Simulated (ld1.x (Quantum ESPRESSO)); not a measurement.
Ranking TM semilocal potentials for neon (Ne)

All share these settings but for the change named:

```json
{
  "Element": "Ne (Z = 10)",
  "Generator": "ld1.x (Quantum ESPRESSO) 7.5",
  "Type": "norm-conserving Troullier–Martins (semilocal form)",
  "Functional": "LDA (PZ)",
  "Relativity": "scalar-relativistic",
  "Frozen core": "[He]",
  "Valence charge": "8",
  "Reference configuration": "2s2 2p6",
  "Partial waves": "2s (bound): rc 0.60 bohr; 2p (bound): rc 0.90 bohr",
  "Local potential": "the p channel",
  "Core correction": "none"
}
```

Test errors are all-electron minus pseudo excitation energies from the reference, over 2s2 2p5; 2s2 2p4; 2s2 2p3; 2s1 2p6; 2s2 2p5.5; 2s2 2p2. None of these files shows a bound ghost.

The base gives 429.7 meV.

Of 7 variants that were run, those that failed, showed a ghost or another fault, or gave nearly equal values are left out.

A variant can come out equal or close to the base, since the largest error may sit in a test that the change hardly touches while other tests move.

Rank these variants by their largest absolute test error, smallest first.
A. all radii scaled by about 1.36 (s 0.82, p 1.22 bohr)
B. wave 2s (bound): rc 0.60 bohr becomes 2s (bound): rc 0.86 bohr
C. wave 2p (bound): rc 0.90 bohr becomes 2p (bound): rc 1.40 bohr
D. non-relativistic

D (444.4 meV), B (591.9 meV), A (1586.3 meV), C (2790.2 meV).
